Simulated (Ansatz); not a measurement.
A made-up structure of BSiH₃SO, singlet:

```
7
angstrom
B -0.0128 1.0643 -0.9557
O 0.1557 0.5239 0.2813
Si 0.0670 -0.9351 0.9920
S -1.1094 -2.3924 0.5304
H -0.2013 2.2434 -1.0173
H 0.0557 0.3631 -1.9236
H 0.4050 0.9376 1.1225
```

It is relaxed with PBE-D4/def2-SVP and then PBE0-D4/def2-TZVP (Ansatz 0.2.0). Atoms count as bonded within 1.22 times the sum of their covalent radii (H–H: 0.88 Å). The end point is not checked to be a true minimum.

Task: Does its bonding change? (A judgement: the text doesn't fix the answer.)

Result: By the calculation: Yes. Formed: none; broken: O2–Si3.

Where it ends: The first stage lowers the energy by 2.66 eV in 17 steps. It ends as a complex of BH₃O ([BH2][OH]) + SiS:
```
7
angstrom
B -0.0780 1.1572 -0.9172
O 0.2015 0.8339 0.3693
Si -0.0985 -1.6702 1.5523
S -0.7988 -2.6470 0.0347
H 0.0913 2.2832 -1.2939
H -0.4853 0.2811 -1.6149
H 0.5277 1.5665 0.8993
```

Labels in which every atom is bracketed show which atoms are joined, not bond orders.

For scale, one of the runs: PBE0-D4/def2-TZVP relaxation, 154 basis functions, launched by `ansatz run in.yaml --threads 2 --pin off --events-out ev --progress --plain --max-ram 4352MiB`. The run took about 27 s on 2 CPU threads of an Arm Neoverse V2 (shared host).
